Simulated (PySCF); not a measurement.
CH5FO3Si2.
SMILES: `O=C(O[SiH2]F)[SiH2]O`

Jobs on this species (12 atoms, 72 electrons) with PySCF (density fitting). Hardware of each: one thread, Arm Neoverse V1 (aarch64), no GPU, shared host. The host was shared with other jobs, so the times are rough. Peak memory is the resident size of the whole Python process, interpreter and libraries included.

```
                                                                 level and settings                                                          work  basis functions  SCF cycles  wall time  peak memory
delta-SCF UKS SCAN, def2-TZVP on the ionised atom, pcseg-1 elsewhere, spin-free X2C                                 ΔSCF core ionisation, 9 holes              150           ?          ?            ?
    delta-SCF UKS SCAN, pcX-2 on the ionised atom, pcseg-1 elsewhere, spin-free X2C                                 ΔSCF core ionisation, 9 holes              173           ?          ?            ?
    delta-SCF UKS SCAN, pcX-1 on the ionised atom, pcseg-1 elsewhere, spin-free X2C                                 ΔSCF core ionisation, 9 holes              153         153       55 s     0.54 GiB
   delta-SCF UKS B3LYP, pcX-2 on the ionised atom, pcseg-1 elsewhere, spin-free X2C                                 ΔSCF core ionisation, 9 holes              173         137    1.7 min     0.74 GiB
    delta-SCF UKS PBE0, pcX-2 on the ionised atom, pcseg-1 elsewhere, spin-free X2C                                 ΔSCF core ionisation, 9 holes              173         135       98 s     0.74 GiB
                                                 PBE0-D3(BJ)/def2-SVP, grid level 1  geometry optimisation from a GFN2-xTB start shaken at random              131         107    2.1 min     0.54 GiB
     delta-SCF UKS PBE, pcX-2 on the ionised atom, pcseg-1 elsewhere, spin-free X2C                                 ΔSCF core ionisation, 9 holes              173         155       42 s     0.59 GiB
 delta-SCF UKS SCAN, pcX-2 on the ionised atom, pcseg-1 elsewhere, non-relativistic                                 ΔSCF core ionisation, 9 holes              173         153       63 s     0.72 GiB
```

Fill in the missing figures.

- delta-SCF UKS SCAN, def2-TZVP on the ionised atom, pcseg-1 elsewhere, spin-free X2C; ΔSCF core ionisation, 9 holes: 60 s, 0.52 GiB, 152 SCF cycles
- delta-SCF UKS SCAN, pcX-2 on the ionised atom, pcseg-1 elsewhere, spin-free X2C; ΔSCF core ionisation, 9 holes: 68 s, 0.65 GiB, 154 SCF cycles

What do all jobs in the table cost together?

About 10 min; the longest takes about 21 % of that, and about 3 times as long as the shortest.
